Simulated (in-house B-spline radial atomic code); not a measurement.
The numbers below are computed, except where a source is named.
## Co in an electron gas of r_s = 1.5: phase shifts, screening and friction

A nucleus sits in a uniform electron gas with a rigid positive background. The Kohn-Sham equations are solved self-consistently in the spin-unpolarised LDA (PW92), non-relativistic, on B-splines with outgoing waves at the boundary and partial waves to l = 8. The model has no lattice, no bands and no magnetic solution. Atomic units; δ_l are the phase shifts at the Fermi level, counted so that each bound state adds π, and good to about 0.0005.

The density parameter is r_s = 1.5 bohr.

```tsv
l	δ_l (rad)
0	8.7305
1	6.2671
2	2.7552
3	0.1053
4	0.0272
5	0.0071
6	0.0019
7	0.0004
8	0.0000
```

Bound levels below the band bottom (hartree): s -274.6, s -31.31, p -27.08, s -2.741, p -1.495.

Check the Friedel sum rule, and say where the screening charge sits.

k_F = (9π/4)^(1/3)/r_s = 1.27944. The rule is Z = (2/π) Σ (2l + 1) δ_l. The terms are s 5.558, p 11.969, d 8.770, f 0.469 and 0.225 beyond, in all 26.992 against Z = 27. Bound states hold 6 s, 12 p, 0 d electrons, so the scattering states carry 8.99 in all; where a term is smaller than its bound count, the bound level has drawn weight out of the band.

Find the transport cross section and the electronic stopping of a 5 keV Co ion (mass 58.93 u).

σ_tr = (4π/k_F²) Σ (l + 1) sin²(δ_l − δ_(l+1)). The terms for l = 0 to 3 are 0.3936, 0.2619, 0.6687, 0.0243, all together 1.3508, so σ_tr = 7.677 × 1.3508 = 10.370 bohr². With n = 3/(4π r_s³) = 0.07074, the friction coefficient is Q = n k_F σ_tr = 0.9385. For v well below v_F = 1.279, dE/dx = Q v; with 24801 eV per u at v = 1, v = √(5000/(24801 × 58.93)) = 0.0585, so dE/dx = 0.05489 hartree/bohr = 28.2 eV/nm. The largest term couples the d and f waves.
